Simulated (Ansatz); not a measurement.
`SB[B]1[CH2][GeH2]1` + H–F → `F[B]1[CH2][GeH2]1` + `BS` at 700 K and 1 bar (cleavage of the B–B bond).

Program: Ansatz. Geometries: PBE0-D4/def2-TZVP. ΔE: electronic, gas phase. CCSD(T)/CBS is the MP2 limit (def2-TZVPP, def2-QZVPP) plus CCSD(T) − MP2 in def2-TZVPP, frozen cores. This one scheme is used for every species. For Ge outer-core shells are correlated without core-valence functions, which leaves a few kJ/mol of doubt a bond. Scalar relativity is left out up to krypton. Each species was taken in one conformer, which may not be the lowest.

```
             species  CCSD(T)/CBS energy (Eh)  H − E (kJ/mol)  S (J/(mol·K))
`SB[B]1[CH2][GeH2]1`              -2565.09818           264.1          502.3
                 H–F               -100.39570            45.2          198.5
 `F[B]1[CH2][GeH2]1`              -2241.14946           186.2          407.4
                `BS`               -424.38198           115.9          297.3
```

H − E and S are ideal-gas, rigid-rotor, harmonic terms from PBE0-D4/def2-TZVP, for one conformer and one mirror image of each species. 1 Eh = 2625.50 kJ/mol, R = 8.31446 J/(mol·K).

Problem. By hand: ΔE, ΔH, ΔS and ΔG.

Solution. ΔE = (-2241.14946) + (-424.38198) − (-2565.09818) − (-100.39570) = -0.03756 Eh = -98.6 kJ/mol. Δ(H − E) = 186.2 + 115.9 − 264.1 − 45.2 = -7.2, so ΔH = -105.8 kJ/mol. ΔS = 407.4 + 297.3 − 502.3 − 198.5 = 3.9 J/(mol·K). ΔG = -105.8 − 700 × (3.9)/1000 = -108.5 kJ/mol.

Problem. By hand: the equilibrium constant, and the temperature at which ΔG would vanish if ΔH and ΔS stayed fixed.

Solution. log₁₀ K = −ΔG/(RT ln 10) = 8.1. ΔH and −TΔS have one sign here, so there is no such temperature. One of them is within its doubt of zero, so this could turn.

The number of gas molecules stays the same, so ΔS is small and ΔH decides. A doubt of 5 kJ/mol in ΔE shifts log₁₀ K by 0.4 here. Other conformers and mirror images would add mixing entropy, several J/(mol·K) or more a flexible species. These are equilibria of isolated gas molecules and say nothing of rates. Largest T1 diagnostic: 0.015 (customary marks: 0.02 for closed shells, 0.045 for open ones).
